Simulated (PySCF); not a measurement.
## How methods differ on the excitation energy of Cl

Cl [Ne] 3s2 3p5 (2P) → Cl [Ne] 3s1 3p6 (2S), as a difference of total energies. All numbers are calculated (PySCF 2.14, no relativity, point nucleus, in def2-QZVPPD). Correlated levels: valence and next inner shell: 1s2 frozen. The calculations carry no spin-orbit coupling.

```csv
method,excitation energy (eV),error (eV)
UHF,15.411,+4.825
MP2 (valence and next inner shell),12.858,+2.272
SCS-MP2 (valence and next inner shell),12.630,+2.044
CCSD (valence and next inner shell),11.769,+1.183
CCSD(T) (valence and next inner shell),10.623,+0.037
```

Reference: 10.586 eV (measured; NIST levels, between the centres of gravity of the two terms).

Errors of the correlated levels include the incompleteness of this basis and the frozen core.

The coupled-cluster amplitudes are large for the upper state (T1 above 0.03 or a double amplitude above 0.15), so a single reference is strained.
